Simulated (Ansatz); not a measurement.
Born–Oppenheimer molecular dynamics of AlClH$_{8}$N$_{2}$Si (13 atoms, charge 0, multiplicity 1). It starts at the highest image of a converged band. Of that band: Neighbouring images differ by up to 1.3 eV, so the band resolves the path poorly. A vibrational analysis at the climbing image gives one clearly imaginary mode, 98i cm⁻¹: a first-order saddle point.

The calculation used RKS PBE0/cc-pVDZ in Ansatz.

| Quantity | Value |
| --- | --- |
| ensemble | NVE (velocity Verlet) |
| time step | 0.5 fs |
| steps asked | 200 |
| starting velocities drawn for | 300 K |
| seed | 9928 |

First frame:

```xyz
13
Properties=species:S:1:pos:R:3
Al 0.033 0.044 -0.154
Cl 0.054 -0.833 1.853
N 1.559 -0.260 -1.056
H 2.411 -0.583 -0.610
H 1.776 0.139 -1.964
N -1.512 0.216 -1.099
H -2.403 0.244 -0.610
H -1.642 -0.329 -1.949
Si -0.168 2.499 0.703
H 0.570 2.803 2.424
H 0.633 3.758 0.447
H -1.388 3.059 1.398
H 0.684 2.021 2.244
```

**Question.** How far do the bonds stretch over the last three quarters of this one trajectory? (Pairs bonded in most of those frames.)

**Answer.** 
```tsv
bond	mean (Å)	spread (Å)	shortest	longest
Al1–Cl2	2.189	0.022	2.15	2.22
Al1–N3	1.811	0.027	1.76	1.85
Al1–N6	1.818	0.029	1.76	1.86
Al1–Si9	2.617	0.032	2.58	2.68
N3–H4	1.018	0.011	1.00	1.04
N3–H5	1.019	0.024	0.98	1.06
N6–H7	1.019	0.009	1.00	1.04
N6–H8	1.019	0.007	1.01	1.03
Si9–H11	1.520	0.028	1.48	1.56
Si9–H12	1.513	0.013	1.49	1.53
H10–H13	0.809	0.007	0.80	0.83
```

Pairs bonded in part of these frames only: Si9–H13 13 %.

Mean temperature of the second half: 142 K. The conserved energy stayed within 0.11 meV per atom of its start (net change 0.081 meV per atom), so the integration is sound. A run of 0.1 ps of so small a system gives no equilibrium averages. The orbitals stay closed-shell, which can raise the energy where a bond breaks towards radicals; this wasn't checked here.

The run took 7.6 min on 4 threads of Arm Neoverse V2, on a shared host, peak memory 0.32 GiB.
